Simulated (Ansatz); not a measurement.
`[SiH3]C1BN1` and `Cl[SiH2]C1BN1` differ in one atom or group.

Ansatz, PBE0-D4/def2-TZVP geometries, multiplicity 1. Each molecule was computed in one conformer, which needn't be the lowest.

```csv
property,`[SiH3]C1BN1`
HOMO–LUMO gap (PBE/def2-TZVPP) / eV,5.06
size of the dipole moment (B3LYP/def2-TZVPP) / D,1.33
LUMO energy (ωB97M-V/def2-TZVPP) / eV,1.67
HOMO–LUMO gap (B3LYP/def2-TZVPP) / eV,6.83
HOMO energy (B3LYP/def2-TZVPP) / eV,-7.22
LUMO energy (B3LYP/def2-TZVPP) / eV,-0.40
```

(1) What does the change do to each property? (Best estimate.)

Answers

(1) Computed: 
```tsv
property	`Cl[SiH2]C1BN1`	shift
HOMO–LUMO gap (PBE/def2-TZVPP) / eV	5.00	-0.06
size of the dipole moment (B3LYP/def2-TZVPP) / D	2.81	1.48
LUMO energy (ωB97M-V/def2-TZVPP) / eV	1.42	-0.25
HOMO–LUMO gap (B3LYP/def2-TZVPP) / eV	6.77	-0.06
HOMO energy (B3LYP/def2-TZVPP) / eV	-7.39	-0.17
LUMO energy (B3LYP/def2-TZVPP) / eV	-0.63	-0.23
```

With PBE0 the HOMO falls by 0.17 eV and the LUMO falls by 0.23 eV, so the gap narrows by about 0.06 eV. PBE moves the HOMO by -0.15 eV and ωB97M-V by -0.14 eV. Dipoles are sizes alone; their direction can turn.

B3LYP here is the variant with VWN-RPA as its local correlation; programs differ in this.
